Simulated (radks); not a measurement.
Radial electron density D(r) = 4 pi r^2 rho(r) of an atom or ion with 51 electrons. All-electron calculation, scalar-relativistic Kohn-Sham, exchange-only LDA, spin-polarised, spherical densities, point nucleus. Program: a radial shooting solver on a logarithmic mesh with Libxc functionals.

r (bohr),D(r) (e/bohr),spin D(r)
0.003418,14.54,-0.000216
0.003916,17.72,-0.000245
0.004522,21.67,-0.000268
0.005223,26.24,-0.000272
0.005984,31.10,-0.000241
0.00691,36.78,-0.000143
0.007981,42.84,0.0000662
0.009217,49.06,0.000458
0.01056,54.78,0.00109
0.01219,60.27,0.00218
0.01408,64.72,0.00389
0.01627,67.69,0.00651
0.01863,68.84,0.0101
0.02152,68.24,0.0154
0.02485,66.09,0.0227
0.0287,63.16,0.0321
0.03289,60.78,0.0428
0.03798,59.96,0.0553
0.04386,62.03,0.0675
0.05025,66.97,0.0764
0.05803,74.59,0.0797
0.06702,82.60,0.0733
0.0774,88.09,0.0555
0.08868,88.72,0.0302
0.1024,83.85,0.00208
0.1183,75.18,-0.0144
0.1366,66.85,-0.00502
0.1565,63.19,0.0329
0.1807,65.36,0.0931
0.2087,71.16,0.144
0.2391,74.67,0.153
0.2762,71.09,0.106
0.3189,59.04,0.0319
0.3683,43.01,-0.000783
0.422,30.56,0.0585
0.4874,24.58,0.205
0.5629,25.24,0.339
0.65,27.76,0.341
0.7447,27.72,0.197
0.8601,23.83,0.00442
0.9933,17.69,-0.0293
1.147,11.87,0.236
1.314,8.016,0.731
1.518,5.674,1.33
1.753,4.380,1.75
2.008,3.461,1.83
2.319,2.497,1.57
2.679,1.572,1.11
3.093,0.8348,0.638
3.544,0.3837,0.312
4.093,0.1361,0.117
4.727,0.03779,0.0338
5.459,0.007964,0.00736
6.254,0.001376,0.00130
7.223,0.0001524,0.000147

What is the nuclear charge?

Answer. Z = 53. The innermost maximum, from 1s, lies near gamma/Z bohr with gamma = sqrt(1 - (Z/c)^2) = 0.922, here 0.0174 bohr (found: 0.0191), and its height grows with Z. The density is that of the iodine ion I2+ in [Kr] 4d10 5s2 5p3; the configuration itself is not fixed sharply by these data, and Z only to a few units. D(r) has 4 maxima, at r = 0.0191, 0.0845, 0.243, 0.699 bohr, and minima at 0.0371, 0.159, 0.511 bohr, inside which lie 1.98, 11.14, 28.99 electrons.
